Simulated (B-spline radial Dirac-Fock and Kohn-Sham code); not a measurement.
Binding energies of Tm at several levels of theory

System: the free thulium atom, [Xe] 4f13 5d2 (not the ground configuration).

The density-functional columns are spherical, spin-unpolarised Dirac-Kohn-Sham results without Breit or QED terms: −ε is minus the orbital energy of the initial state and ΔSCF the difference of two total energies. The reference in the last column comes from Dirac-Fock (average of configuration) total-energy differences with a finite nucleus, the Breit interaction including its frequency dependence, and self-energy and vacuum-polarisation corrections. All numbers are from a radial finite-basis atomic code, in eV; a selection of levels is shown. For the 1s level of heavy atoms much of the gap between ΔSCF and the reference is the Breit and QED part, -276.6 eV here; for other levels the error of the functional can be larger.

```csv
level,LDA −ε,LDA ΔSCF,Dirac-Fock
K (1s),59150.0,59649.2,59383.7
L1 (2s),9975.0,10061.0,10118.8
L2 (2p1/2),9512.6,9624.3,9614.0
L3 (2p3/2),8533.5,8631.1,8644.9
M1 (3s),2240.9,2261.6,2309.0
M2 (3p1/2),2036.6,2059.2,2088.7
M3 (3p3/2),1829.9,1850.2,1881.1
M4 (3d3/2),1479.5,1505.0,1510.0
M5 (3d5/2),1434.3,1458.9,1465.7
N1 (4s),440.4,447.5,471.8
N2 (4p1/2),358.2,365.2,382.6
N3 (4p3/2),311.4,318.1,336.0
N4 (4d3/2),175.7,182.3,189.0
N5 (4d5/2),167.2,173.7,180.6
"N6,7 (4f)",2.76,8.11,2.59
O1 (5s),52.75,56.98,58.58
O2 (5p1/2),30.56,34.48,32.66
O3 (5p3/2),24.84,28.57,27.15
"O4,5 (5d)",0.97,3.16,1.95
```

Values without a named source are computed, but for edge energies of neutral atoms, which are taken from tables.
